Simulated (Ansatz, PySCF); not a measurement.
C5H10Si, SMILES C=CC1C[SiH2]C1. Atoms are numbered in the order given.

```xyz
16

C      2.8905     0.6328     0.2529
C      1.8120     0.0162    -0.2328
C      0.4042     0.2535     0.2051
C     -0.5866     0.7039    -0.9124
Si    -1.9377    -0.2008     0.0610
C     -0.3586    -0.9965     0.7425
H      2.8068     1.3886     1.0410
H      3.8947     0.4085    -0.1161
H      1.9354    -0.7369    -1.0238
H      0.4057     1.0237     0.9962
H     -0.3707     0.1668    -1.8520
H     -0.6153     1.7808    -1.1273
H     -2.9488    -1.0364    -0.6586
H     -2.6482     0.6669     1.0506
H     -0.2114    -1.2321     1.8053
H     -0.0951    -1.8883     0.1483
```

The structure is a stationary point at PBE0-D3(BJ)/def2-SVP. Other conformers were not sampled.

Two levels are set side by side: PBE-D3(BJ)/def2-SVP (Ansatz, an electronic-structure program) and PBE0-D3(BJ)/def2-SVP (Ansatz). Each level has its own optimised geometry; the coordinates shown are those of the second. Frequencies come from the Hessian of PySCF at each geometry. Differences are taken from unrounded values.

```
quantity                            PBE0-D3(BJ)
----------------------------------  -----------
mean bond length (Å)                      1.345
bond C1–C2 (Å)                            1.334
bond C2–C3 (Å)                            1.493
bond C3–C4 (Å)                            1.560
bond C3–C6 (Å)                            1.560
bond C4–Si5 (Å)                           1.895
bond Si5–C6 (Å)                           1.895
bond C1–H7 (Å)                            1.095
bond C1–H8 (Å)                            1.093
bond C2–H9 (Å)                            1.099
bond C3–H10 (Å)                           1.104
bond C4–H11 (Å)                           1.104
bond C4–H12 (Å)                           1.099
bond Si5–H13 (Å)                          1.496
bond Si5–H14 (Å)                          1.496
bond C6–H15 (Å)                           1.099
bond C6–H16 (Å)                           1.104
highest harmonic wavenumber (cm⁻¹)         3258
mean harmonic wavenumber (cm⁻¹)            1381
zero-point energy (kcal/mol)              82.93
```

Question: What does PBE-D3(BJ) give, and how far is it from PBE0-D3(BJ)? (An estimate is asked for; the answer gives what the named calculation found.)

Answer: 
```json
[
 {"quantity": "mean bond length (Å)", "PBE-D3(BJ)": "1.355", "PBE-D3(BJ) minus PBE0-D3(BJ)": "0.009"},
 {"quantity": "bond C1–C2 (Å)", "PBE-D3(BJ)": "1.345", "PBE-D3(BJ) minus PBE0-D3(BJ)": "0.011"},
 {"quantity": "bond C2–C3 (Å)", "PBE-D3(BJ)": "1.500", "PBE-D3(BJ) minus PBE0-D3(BJ)": "0.006"},
 {"quantity": "bond C3–C4 (Å)", "PBE-D3(BJ)": "1.571", "PBE-D3(BJ) minus PBE0-D3(BJ)": "0.011"},
 {"quantity": "bond C3–C6 (Å)", "PBE-D3(BJ)": "1.571", "PBE-D3(BJ) minus PBE0-D3(BJ)": "0.011"},
 {"quantity": "bond C4–Si5 (Å)", "PBE-D3(BJ)": "1.908", "PBE-D3(BJ) minus PBE0-D3(BJ)": "0.013"},
 {"quantity": "bond Si5–C6 (Å)", "PBE-D3(BJ)": "1.908", "PBE-D3(BJ) minus PBE0-D3(BJ)": "0.013"},
 {"quantity": "bond C1–H7 (Å)", "PBE-D3(BJ)": "1.103", "PBE-D3(BJ) minus PBE0-D3(BJ)": "0.008"},
 {"quantity": "bond C1–H8 (Å)", "PBE-D3(BJ)": "1.101", "PBE-D3(BJ) minus PBE0-D3(BJ)": "0.008"},
 {"quantity": "bond C2–H9 (Å)", "PBE-D3(BJ)": "1.108", "PBE-D3(BJ) minus PBE0-D3(BJ)": "0.008"},
 {"quantity": "bond C3–H10 (Å)", "PBE-D3(BJ)": "1.112", "PBE-D3(BJ) minus PBE0-D3(BJ)": "0.008"},
 {"quantity": "bond C4–H11 (Å)", "PBE-D3(BJ)": "1.111", "PBE-D3(BJ) minus PBE0-D3(BJ)": "0.008"},
 {"quantity": "bond C4–H12 (Å)", "PBE-D3(BJ)": "1.106", "PBE-D3(BJ) minus PBE0-D3(BJ)": "0.008"},
 {"quantity": "bond Si5–H13 (Å)", "PBE-D3(BJ)": "1.507", "PBE-D3(BJ) minus PBE0-D3(BJ)": "0.011"},
 {"quantity": "bond Si5–H14 (Å)", "PBE-D3(BJ)": "1.506", "PBE-D3(BJ) minus PBE0-D3(BJ)": "0.010"},
 {"quantity": "bond C6–H15 (Å)", "PBE-D3(BJ)": "1.106", "PBE-D3(BJ) minus PBE0-D3(BJ)": "0.008"},
 {"quantity": "bond C6–H16 (Å)", "PBE-D3(BJ)": "1.111", "PBE-D3(BJ) minus PBE0-D3(BJ)": "0.008"},
 {"quantity": "highest harmonic wavenumber (cm⁻¹)", "PBE-D3(BJ)": "3164", "PBE-D3(BJ) minus PBE0-D3(BJ)": "-94"},
 {"quantity": "mean harmonic wavenumber (cm⁻¹)", "PBE-D3(BJ)": "1336", "PBE-D3(BJ) minus PBE0-D3(BJ)": "-45"},
 {"quantity": "zero-point energy (kcal/mol)", "PBE-D3(BJ)": "80.20", "PBE-D3(BJ) minus PBE0-D3(BJ)": "-2.73"}
]
```

GGA bonds tend to be longer and softer than those of functionals with exact exchange. Differences between two approximate levels are no errors against the true value.
